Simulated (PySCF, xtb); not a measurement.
GeHF, SMILES [F][GeH] (connectivity only; charge and spin as stated), neutral, multiplicity 1.

Harmonic wavenumbers (cm⁻¹) from GFN2-xTB (xtb) at its own minimum, in rising order: 453, 629, 1420.

Problem. What does PySCF with ωB97X-D3(BJ)/def2-TZVP give at its own minimum? (An estimate is asked for; the answer gives what the named calculation found.)

Solution. 671, 783, 1919. Paired by order, the mean absolute difference is 290 cm⁻¹ and the zero-point energies are 3.6 and 4.8 kcal/mol.
